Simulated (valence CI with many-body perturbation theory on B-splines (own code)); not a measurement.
The numbers below are computed, except where a source is named.
# Level structure of Gd XXVI

Level of theory: configuration interaction combined with many-body perturbation theory (CI+MBPT): three valence electrons over a frozen Dirac-Fock core [Kr], radial functions for each j: 7 s, 7 p, 8 d, 6 f, 4 g, 1 h, with the one-electron correlation potential Σ1 (screened to all orders), the two-electron term Σ2, the three-electron term Σ3, Breit, model QED; selected single and double excitations, second order for the rest, scaled by the run's own slope (own B-spline code, finite nucleus).

No measured spectrum was set against this ion. As an estimate, terms of the open shell hold to 2 to 4 % of their energy, and close levels can change places. Only levels of the ground parity were solved; by the run's estimate the other parity begins above the list, which can be wrong where configurations are misplaced.

Levels 1 to 19 of 19, with energies above the lowest level, (4d3/2^3) J=3/2. "Leading %" is the weight of the configuration and term that name the level; weights of strongly mixed levels are sums over their largest components and can fall short, so below about 35 % the name and the second component can differ from the true leading terms, or belong to a minority configuration. In the jj column 3d3/2^4 stands for four electrons in 3d with j = 3/2.

```csv
No.,Configuration,Term,J,E (cm⁻¹),Leading %,g,Leading jj
1,4d³,⁴F,3/2,0.0,63,0.602,4d3/2^3 (90 %)
2,4d³,⁴F,5/2,45088,89,1.045,4d3/2^2 4d5/2 (96 %)
3,4d³,⁴P,3/2,63382,43,1.280,4d3/2^2 4d5/2 (93 %)
4,4d³,⁴F,7/2,65771,57,1.106,4d3/2^2 4d5/2 (83 %)
5,4d³,²G,9/2,71385,43,1.094,4d3/2^2 4d5/2 (94 %)
6,4d³,⁴P,1/2,73753,65,1.963,4d3/2^2 4d5/2 (98 %)
7,4d³,⁴P,5/2,112150,72,1.456,4d3/2^2 4d5/2 (64 %)
8,4d³,²G,7/2,115410,54,1.043,4d3/2 4d5/2^2 (89 %)
9,4d³,⁴F,9/2,122490,53,1.132,4d3/2 4d5/2^2 (87 %)
10,4d³,²D,3/2,134610,42,1.155,4d3/2 4d5/2^2 (98 %)
11,4d³,²P,1/2,140840,65,1.368,4d3/2 4d5/2^2 (98 %)
12,4d³,²H,11/2,146710,100,1.089,4d3/2 4d5/2^2 (100 %)
13,4d³,²D,5/2,153430,74,1.150,4d3/2 4d5/2^2 (65 %)
14,4d³,²F,5/2,161520,56,1.068,4d3/2 4d5/2^2 (91 %)
15,4d³,²F,7/2,168810,88,1.114,4d3/2 4d5/2^2 (94 %)
16,4d³,²G,9/2,189280,57,1.121,4d5/2^3 (92 %)
17,4d³,²P,3/2,195960,50,1.136,4d5/2^3 (54 %)
18,4d³,²D,3/2,234660,87,0.881,4d3/2 4d5/2^2 (54 %)
19,4d³,²D,5/2,251310,70,1.156,4d5/2^3 (85 %)
```

The ionisation energy to 4d² ³F2 of the next ion comes out as 852.57 eV (NIST: 851 ± 4 eV (theoretical)). All 19 levels together are meant to be complete up to 261360 cm⁻¹.
